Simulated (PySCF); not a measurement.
Species: C2H6BFN2.
Bonds: C1–C2 (double), C2–F3, C2–B4, B4–N5, B4–N6. Hydrogens: H7, H8 on C1; H9, H10 on N5; H11, H12 on N6.

Computed with PBE0-D3(BJ)/def2-SVP geometry optimisation, gas phase in PySCF.

(1) Give the optimised bond lengths and angles.

Answers

(1) 
| bond | length (Å) |
| --- | --- |
| C1=C2 | 1.334 |
| C2–F3 | 1.353 |
| C2–B4 | 1.586 |
| B4–N5, B4–N6 | 1.411 |
| C1–H7 | 1.091 |
| C1–H8 | 1.093 |
| N5–H9 and 3 like bonds | 1.009 |

Bonds in one row agree within 0.01 Å and their mean is given. A selection of angles:
| angle | degrees |
| --- | --- |
| C2–C1–H7 | 120.3 |
| C2–C1–H8 | 121.4 |
| H7–C1–H8 | 118.3 |
| C1–C2–F3 | 117.8 |
| C1–C2–B4 | 128.7 |
| F3–C2–B4 | 113.5 |
| C2–B4–N5 | 120.1 |
| C2–B4–N6 | 116.2 |
| N5–B4–N6 | 123.7 |
| B4–N5–H9 | 122.7 |
| H9–N5–H10 | 113.4 |
| B4–N6–H11 | 125.0 |
| B4–N6–H12 | 120.4 |
| H11–N6–H12 | 114.6 |

Torsions: C1–C2–B4–N5 9° (synperiplanar). The mirror-image conformer, all signs reversed, is as good.

N5 (boron-bound nitrogen) is planar (angles 123.4°, 122.7° and 113.4°, sum 359.6°, 0.04 Å off the plane of its three neighbours). B4 (three-coordinate boron) is planar (angles 123.7°, 120.1° and 116.2°, sum 360.0°, 0.01 Å off the plane of its three neighbours). Of the pairs four or more bonds apart, those above aside, H7···H9 is among the closest relative to their van der Waals radii: 2.33 Å, 97 % of the sum of Bondi's values. H12 on N6 lies 2.37 Å from F3, 4 bonds away (angle at H 101°; Bondi radii sum to 2.67 Å).

Point group: C1 (no symmetry element, even within 0.4 Å). Whether it is a minimum is left open (no frequencies).

The run took 25 s of wall time on one thread, Arm Neoverse V1 (aarch64), shared host, and the process peaked at 0.47 GiB of memory. This is the geometry optimisation.
